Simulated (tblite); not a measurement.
C4H5BBrCl.
Atom-mapped SMILES: `[CH2:1]=[CH:2]/[CH:3]=[C:4](/[Cl:5])[BH:6][Br:7]` (hydrogens: H8, H9 on C1; H10 on C2; H11 on C3; H12 on B6)

Computed with GFN2-xTB (tblite), gas phase: L-BFGS steps from a force-field or distance-geometry start until the largest atomic force falls under 0.01 eV/Å.

Step 61: E = -570.4278 eV
```
atom  x, y, z in Å  |  force x, y, z in eV/Å
C1      2.2090   -0.6438   -0.5740    0.031   0.022   0.024
C2      0.9875   -0.5129   -0.0521    0.029  -0.022  -0.012
C3      0.0809    0.4998   -0.5136    0.007   0.006   0.020
C4     -1.1592    0.7735   -0.0425   -0.036  -0.014  -0.038
Cl5    -1.9204    2.1770   -0.7846   -0.023   0.001   0.006
B6     -2.0518    0.0953    1.0136    0.015   0.053   0.017
Br7    -1.7989   -1.6533    1.6006   -0.013   0.011   0.001
H8      2.9070   -1.3739   -0.2054   -0.021  -0.061  -0.007
H9      2.5588   -0.0148   -1.3764   -0.027   0.025  -0.004
H10     0.6767   -1.1702    0.7450    0.027   0.024  -0.005
H11     0.4739    1.1394   -1.2970    0.008  -0.006   0.011
H12    -2.9624    0.6831    1.4604    0.002  -0.038  -0.012
```

Step 62: E = -570.4284 eV
```
atom  x, y, z in Å  |  force x, y, z in eV/Å
C1      2.2083   -0.6462   -0.5770    0.037   0.026   0.025
C2      0.9882   -0.5127   -0.0522    0.034  -0.042  -0.012
C3      0.0834    0.5032   -0.5087   -0.012   0.013   0.003
C4     -1.1584    0.7745   -0.0403   -0.048   0.003  -0.013
Cl5    -1.9181    2.1813   -0.7800   -0.013  -0.013   0.005
B6     -2.0538    0.0952    1.0131    0.032   0.047  -0.021
Br7    -1.7846   -1.6426    1.6219   -0.014  -0.005   0.012
H8      2.9035   -1.3820   -0.2148   -0.020  -0.065   0.001
H9      2.5620   -0.0136   -1.3748   -0.034   0.030  -0.011
H10     0.6765   -1.1748    0.7410    0.030   0.034  -0.012
H11     0.4741    1.1442   -1.2921    0.021  -0.007   0.017
H12    -2.9800    0.6727    1.4379   -0.014  -0.021   0.006
```

**Question.** Estimate the geometry and energy of step 63. (The exact step hangs on the optimiser's Hessian estimate; all steps are aligned on step 62, rigid shifts and turns removed.)

**Answer.** E = -570.4292 eV, largest force 0.055 eV/Å
```
atom  x, y, z in Å  |  force x, y, z in eV/Å
C1      2.2086   -0.6492   -0.5812    0.034   0.023   0.021
C2      0.9899   -0.5133   -0.0538    0.022  -0.044  -0.011
C3      0.0869    0.5080   -0.5018   -0.026   0.009  -0.015
C4     -1.1574    0.7762   -0.0369   -0.043   0.018   0.012
Cl5    -1.9142    2.1874   -0.7723   -0.004  -0.022  -0.002
B6     -2.0571    0.0952    1.0115    0.017   0.018  -0.032
Br7    -1.7638   -1.6276    1.6554   -0.022   0.021   0.010
H8      2.8982   -1.3944   -0.2271   -0.019  -0.052   0.001
H9      2.5652   -0.0116   -1.3737   -0.032   0.030  -0.012
H10     0.6764   -1.1808    0.7339    0.030   0.032  -0.008
H11     0.4756    1.1517   -1.2842    0.035  -0.005   0.024
H12    -3.0072    0.6576    1.4043    0.007  -0.029   0.012
```

The energy changes by -0.0007 eV. The first-order estimate −F·Δx gives -0.0011 eV and the mean of the old and new forces, exact on a quadratic surface, -0.0007 eV. The step makes an angle of 84° with the force vector and moves no atom by more than 0.046 Å.

What follows is the cost of the whole relaxation. The run took 1.0 s of wall time on Arm Neoverse N1, one thread, shared host with 64 logical CPUs at a one-minute load of 61.
